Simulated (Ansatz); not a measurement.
`O[SiH2][CH2][SbH2]` + H₂ → `[SiH3][CH2][SbH2]` + H₂O at 500 K and 1 bar (hydrogenolysis of the Si–O bond).

Program: Ansatz. Geometries: PBE0-D4/def2-TZVP. ΔE: electronic, gas phase. CCSD(T)/CBS is the MP2 limit (def2-TZVPP, def2-QZVPP) plus CCSD(T) − MP2 in def2-TZVPP, frozen cores. This one scheme is used for every species. def2 core potentials past Kr. For Sb outer-core shells are correlated without core-valence functions, which leaves a few kJ/mol of doubt a bond. One conformer a species, not always the lowest.

| species | CCSD(T)/CBS energy (Eh) | H − E (kJ/mol) | S (J/(mol·K)) |
| --- | --- | --- | --- |
| `O[SiH2][CH2][SbH2]` | -646.56944 | 238.7 | 437.5 |
| H₂ | -1.17544 | 41.0 | 145.5 |
| `[SiH3][CH2][SbH2]` | -571.33795 | 214.1 | 405.6 |
| H₂O | -76.37941 | 73.2 | 206.3 |

H − E and S are ideal-gas, rigid-rotor, harmonic terms from PBE0-D4/def2-TZVP, for one conformer and one mirror image of each species. For small species the MP2-based limit differs from directly extrapolated CCSD(T) by up to some mEh (0.8 for H₂); such offsets cancel only in part. 1 Eh = 2625.50 kJ/mol, R = 8.31446 J/(mol·K).

Q: By hand: ΔE, ΔH, ΔS and ΔG.

A: ΔE = (-571.33795) + (-76.37941) − (-646.56944) − (-1.17544) = 0.02752 Eh = 72.3 kJ/mol. Δ(H − E) = 214.1 + 73.2 − 238.7 − 41.0 = 7.6, so ΔH = 79.9 kJ/mol. ΔS = 405.6 + 206.3 − 437.5 − 145.5 = 28.9 J/(mol·K). ΔG = 79.9 − 500 × (28.9)/1000 = 65.5 kJ/mol.

Q: By hand: the equilibrium constant, and the temperature at which ΔG would vanish if ΔH and ΔS stayed fixed.

A: log₁₀ K = −ΔG/(RT ln 10) = -6.8. ΔG = 0 at ΔH/ΔS = 2765 K, far beyond where these terms or the molecules hold.

ΔH outweighs TΔS. A doubt of 5 kJ/mol in ΔE shifts log₁₀ K by 0.5 here. Other conformers and mirror images would add mixing entropy, several J/(mol·K) or more a flexible species. Modes under 60 cm⁻¹, often nearly free rotors, make the harmonic entropy too high. These are equilibria of isolated gas molecules and say nothing of rates. Largest T1 diagnostic: 0.013 (customary marks: 0.02 for closed shells, 0.045 for open ones).
